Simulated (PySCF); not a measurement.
Input of a run (PBE0-D3(BJ)/def2-SVP geometry optimisation, gas phase (PySCF 2.14.0)), started from GFN2-xTB:
```
{"job": {"xc": "PBE0", "basis": "def2-SVP", "d3": "d3bj", "grid": 1, "kind": "geom"}, "charge": 0, "multiplicity": 1}
C     -3.495237    -0.559157    -0.142012
C     -2.485856     0.161957     0.314711
C     -2.177699     1.543193    -0.172972
C     -1.544015    -0.362837     1.371105
C     -0.247103    -0.655343     0.786216
C      0.810309    -0.904383     0.276582
C      2.080901    -1.180637    -0.321087
C      2.358271    -0.695149    -1.743299
C      3.012452    -0.070844    -0.594897
C      3.820086     0.838258    -0.117064
H     -4.160760    -0.186928    -0.902715
H     -3.699974    -1.551715     0.222914
H     -1.141015     1.599513    -0.504038
H     -2.305815     2.263073     0.636226
H     -2.830268     1.824608    -0.995284
H     -1.414346     0.387612     2.158463
H     -1.944819    -1.275160     1.820281
H      2.503129    -2.137806    -0.029535
H      1.575950    -0.146399    -2.250156
H      2.935062    -1.336642    -2.395394
H      4.345441     1.525539    -0.761616
H      3.994895     0.938631     0.942141
```

Output (energies in Eh, forces in Eh/bohr):
```
step   0  E = -387.39866000  max force = 0.017319
step   1  E = -387.40194073  max force = 0.002422
step   2  E = -387.40202802  max force = 0.000604
step   3  E = -387.40210851  max force = 0.001424
step   4  E = -387.40217723  max force = 0.001873
step   5  E = -387.40221728  max force = 0.001197
step   6  E = -387.40223420  max force = 0.000389
step   7  E = -387.40223843  max force = 0.000309
optimisation converged
```

Summarise the run.

The energy falls by 9.4 kJ/mol over 8 energy and gradient evaluations, the largest force component goes from 0.0173 to 3.1e-04 Eh/bohr, and the atoms move by 0.198 Å rms after alignment. Among the bonds, C1–H11 and C1–H12 change most and about equally (+0.017 Å). Bonds longer at the end by more than 0.005 Å: 19 of 22; shorter: 1. Among the angles that change most is C2–C4–C5, from 110.2° to 113.3°. Among the dihedrals that turn most is C1–C2–C4–H16, from -132° to -117°. The energy never rose by more than 1e-6 Eh on the way. The first step brought 92 % of the lowering.

What are the final bond lengths?

C1=C2 1.336 Å, C2–C3 1.497 Å, C2–C4 1.515 Å, C4–C5 1.460 Å, C5≡C6 1.213 Å, C6–C7 1.440 Å, C7–C8 1.540 Å, C8–C9 1.456 Å, C9=C10 1.321 Å, C7–C9 1.477 Å, C1–H11 1.094 Å, C1–H12 1.094 Å, C3–H13 1.102 Å, C3–H14 1.104 Å, C3–H15 1.099 Å, C4–H16 1.107 Å, C4–H17 1.102 Å, C7–H18 1.098 Å, C8–H19 1.095 Å, C8–H20 1.095 Å, C10–H21 1.094 Å, C10–H22 1.094 Å. Numbering counts from 1 in the input's order; the species is `C=C(C)CC#C[C@H]1CC1=C`.

The run used 200 basis functions and 60 SCF cycles in all.

No frequency check. One conformer, not necessarily the lowest.
